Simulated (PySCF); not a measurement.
## Electron correlation in Ir (iridium, neutral)

[Xe] 4f14 5d7 6s2, high-spin 4F determinant. Computed with PySCF 2.14 in ANO-RCC-VTZP, with scalar relativity by spin-free X2C-1e. Frozen: [Xe] 4f14; 9 electrons correlated.

MP2 pair energies summed by pair of shells (mhartree):

```json
{"pair": "5d-5d", "energy": "-137.02", "share (%)": "59.7"}
{"pair": "5d-6s", "energy": "-74.36", "share (%)": "32.4"}
{"pair": "6s-6s", "energy": "-18.17", "share (%)": "7.9"}
```

Total MP2 correlation energy: -229.55 mhartree.

Same-spin part -82.90 and opposite-spin part -146.65 mhartree; SCS-MP2 scales them by 1/3 and 6/5 to -203.61 mhartree.
